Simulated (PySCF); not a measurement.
Structure from 2D NMR

Compound of formula C6H11FO2Si. Correlations simulated from computed shifts and the bond graph:

HSQC (one-bond C–H):
```tsv
δH	δC
6.42	148.6
5.90	122.5
5.83	122.5
4.48	95.3
4.38	66.0
4.35	66.0
1.60	30.3
```

COSY cross peaks (H two or three bonds apart, from the bond graph; peaks can be absent where the dihedral angle is near 90°):
```tsv
δH	δH
6.42	5.90
6.42	5.83
5.90	5.83
5.15	4.90
4.48	4.38
4.48	4.35
4.38	4.35
```

HMBC (two and three bonds, from the bond graph):
```tsv
δH	δC
6.42	122.5, 95.3, 81.4, 30.3
5.90	148.6, 81.4
5.83	148.6, 81.4
5.15	81.4, 66.0
4.90	81.4, 66.0
4.48	148.6, 81.4, 66.0, 30.3
4.38	95.3, 81.4
4.35	95.3, 81.4
1.60	148.6, 95.3, 81.4
```

Carbons without hydrogens: δ 81.4.

- GFN2-xTB geometry
- σ from GIAO-PBE0/pcSseg-1
- run in PySCF
- a single conformation, no solvent, non-relativistic Hamiltonian, one averaged value for each set of equivalent atoms

δ = σ(ref) − σ, references computed at the same level: 1H (31.72 ppm), 13C (186.93 ppm) vs TMS.

Exchangeable hydrogens are left out of these lists.

Question: Work out the connectivity.

Answer: `InChI=1S/C6H11FO2Si/c1-3-6(2)5(7)4-8-10-9-6/h3,5H,1,4,10H2,2H3/t5-,6-/m1/s1`.

Atom-mapped SMILES (the numbers label the heavy atoms): `[CH2:1]=[CH:2][C@@:3]1([CH3:4])[O:5][SiH2:6][O:7][CH2:8][C@H:9]1[F:10]`. Hydrogens are named by the atom that carries them. Ha(C1) is cis to C3; Ha(Si6), Ha(C8) are cis to F10 on the ring; Hb(C1) is trans to C3; Hb(Si6), Hb(C8) are trans to F10 on the ring.

δC 148.6 is C2, an alkene CH (δH 6.42). δC 122.5 is C1, a terminal =CH2 carbon (δH 5.83, 5.90). δC 95.3 is C9, an sp3 CH bonded to F (δH 4.48). δC 81.4 is C3, an allylic fully substituted sp3 carbon bonded to O. δC 66.0 is C8, an sp3 CH2 bonded to O (δH 4.35, 4.38). δC 30.3 is C4, a methyl carbon (δH 1.60). HMBC from δH 6.42 reaches the proton-free carbon C3. HMBC from δH 5.90 reaches the proton-free carbon C3. HMBC from δH 5.83 reaches the proton-free carbon C3. HMBC from δH 5.15 reaches the proton-free carbon C3. COSY links 6.42–5.90, 6.42–5.83, 5.90–5.83, 5.15–4.90, 4.48–4.38, 4.48–4.35.

This is the structure that produced the data.

Shifts are as computed. Against solution values, carbons near 30 ppm lie about +3 ppm off and those near 130 ppm about +5 ppm. Of 1211 compounds with measured shifts, 218 miss one by over three times the rms of a fit or turn the order of signals round; such compounds aren't used in these exercises.
